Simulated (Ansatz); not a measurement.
Program: Ansatz. Geometries: PBE0-D4/def2-TZVP. ΔE: electronic, gas phase. CBS: MP2 limit from def2 TZ/QZ plus the TZ coupled-cluster correction, frozen cores. Functionals use def2-TZVPP. B3LYP here is the variant with VWN-RPA as its local correlation; programs differ in this. HSE06 is defined as in plane-wave codes. def2 core potentials past Kr. For Ga, I, Zr outer-core shells are correlated without core-valence functions, which leaves a few kJ/mol of doubt a bond. Scalar relativity is left out up to krypton. Each species was taken in one conformer, which may not be the lowest.

Consider the substitution at a C–C bond: `CC[NH][GaH2]` + `[CH3][Zr]([OH])([I])[I]` → `C[O][Zr]([CH3])([I])[I]` + `C[NH][GaH2]`.

```json
{"level": "LDA (SPW92)", "ΔE (kJ/mol)": "49.1", "difference from CCSD(T)/CBS": "0.4"}
{"level": "PBE-D4", "ΔE (kJ/mol)": "43.7", "difference from CCSD(T)/CBS": "-5.0"}
{"level": "revPBE-D4", "ΔE (kJ/mol)": "44.8", "difference from CCSD(T)/CBS": "-3.9"}
{"level": "BLYP-D4", "ΔE (kJ/mol)": "38.5", "difference from CCSD(T)/CBS": "-10.2"}
{"level": "r2SCAN-D4", "ΔE (kJ/mol)": "45.4", "difference from CCSD(T)/CBS": "-3.3"}
{"level": "B97M-V", "ΔE (kJ/mol)": "45.7", "difference from CCSD(T)/CBS": "-3.0"}
{"level": "PBE0-D4", "ΔE (kJ/mol)": "46.4", "difference from CCSD(T)/CBS": "-2.3"}
{"level": "B3LYP-D4", "ΔE (kJ/mol)": "40.8", "difference from CCSD(T)/CBS": "-7.9"}
{"level": "r2SCANh-D4", "ΔE (kJ/mol)": "46.4", "difference from CCSD(T)/CBS": "-2.3"}
{"level": "r2SCAN0-D4", "ΔE (kJ/mol)": "47.9", "difference from CCSD(T)/CBS": "-0.8"}
{"level": "HSE06-D4", "ΔE (kJ/mol)": "46.0", "difference from CCSD(T)/CBS": "-2.7"}
{"level": "BHLYP-D4", "ΔE (kJ/mol)": "42.3", "difference from CCSD(T)/CBS": "-6.4"}
{"level": "ωB97X-V", "ΔE (kJ/mol)": "44.9", "difference from CCSD(T)/CBS": "-3.8"}
{"level": "ωB97M-V", "ΔE (kJ/mol)": "48.3", "difference from CCSD(T)/CBS": "-0.4"}
{"level": "B2PLYP", "ΔE (kJ/mol)": "41.4", "difference from CCSD(T)/CBS": "-7.3"}
{"level": "PBE-QIDH", "ΔE (kJ/mol)": "47.4", "difference from CCSD(T)/CBS": "-1.3"}
{"level": "PBE", "ΔE (kJ/mol)": "42.7", "difference from CCSD(T)/CBS": "-6.0"}
{"level": "revPBE", "ΔE (kJ/mol)": "39.5", "difference from CCSD(T)/CBS": "-9.2"}
{"level": "BLYP", "ΔE (kJ/mol)": "35.5", "difference from CCSD(T)/CBS": "-13.2"}
{"level": "r2SCAN", "ΔE (kJ/mol)": "45.5", "difference from CCSD(T)/CBS": "-3.2"}
{"level": "PBE0", "ΔE (kJ/mol)": "45.7", "difference from CCSD(T)/CBS": "-3.0"}
{"level": "B3LYP", "ΔE (kJ/mol)": "39.0", "difference from CCSD(T)/CBS": "-9.7"}
{"level": "r2SCANh", "ΔE (kJ/mol)": "46.6", "difference from CCSD(T)/CBS": "-2.1"}
{"level": "HSE06", "ΔE (kJ/mol)": "45.5", "difference from CCSD(T)/CBS": "-3.2"}
{"level": "BHLYP", "ΔE (kJ/mol)": "41.8", "difference from CCSD(T)/CBS": "-6.9"}
{"level": "CAM-B3LYP", "ΔE (kJ/mol)": "42.2", "difference from CCSD(T)/CBS": "-6.5"}
{"level": "LC-ωPBE", "ΔE (kJ/mol)": "47.8", "difference from CCSD(T)/CBS": "-0.9"}
{"level": "HF/def2-SVP", "ΔE (kJ/mol)": "33.9", "difference from CCSD(T)/CBS": "-14.8"}
{"level": "MP2/def2-SVP", "ΔE (kJ/mol)": "43.3", "difference from CCSD(T)/CBS": "-5.4"}
{"level": "CCSD/def2-SVP", "ΔE (kJ/mol)": "39.5", "difference from CCSD(T)/CBS": "-9.2"}
{"level": "CCSD(T)/def2-SVP", "ΔE (kJ/mol)": "38.8", "difference from CCSD(T)/CBS": "-9.9"}
{"level": "MP2/def2-TZVPP", "ΔE (kJ/mol)": "47.7", "difference from CCSD(T)/CBS": "-1.0"}
{"level": "SCS-MP2/def2-TZVPP", "ΔE (kJ/mol)": "43.2", "difference from CCSD(T)/CBS": "-5.5"}
{"level": "CCSD/def2-TZVPP", "ΔE (kJ/mol)": "45.1", "difference from CCSD(T)/CBS": "-3.6"}
{"level": "CCSD(T)/def2-TZVPP", "ΔE (kJ/mol)": "44.5", "difference from CCSD(T)/CBS": "-4.2"}
{"level": "HF/def2-QZVPP", "ΔE (kJ/mol)": "38.2", "difference from CCSD(T)/CBS": "-10.5"}
{"level": "MP2/def2-QZVPP", "ΔE (kJ/mol)": "50.1", "difference from CCSD(T)/CBS": "1.4"}
{"level": "HF/CBS(def2)", "ΔE (kJ/mol)": "38.2", "difference from CCSD(T)/CBS": "-10.5"}
{"level": "MP2/CBS(def2)", "ΔE (kJ/mol)": "52.0", "difference from CCSD(T)/CBS": "3.3"}
{"level": "CCSD/CBS(def2)", "ΔE (kJ/mol)": "49.4", "difference from CCSD(T)/CBS": "0.7"}
{"level": "CCSD(T)/CBS", "ΔE (kJ/mol)": "48.7", "difference from CCSD(T)/CBS": "0"}
```

Largest T1 diagnostic among the species: 0.015.

Leaving LDA and LC-ωPBE aside and taking each functional with its dispersion term where it has one, the values spread over 9.8 kJ/mol, from BLYP-D4 to ωB97M-V. LDA lies +6.4 kJ/mol from PBE without D4. From PBE to PBE0 (25 % exact exchange), in def2-TZVPP and without D4, ΔE moves by +3.0 kJ/mol. In def2-TZVPP, CCSD(T) changes the Hartree–Fock value by +5.9 kJ/mol (the triples alone add −0.6 kJ/mol) and MP2 by +9.1 kJ/mol.
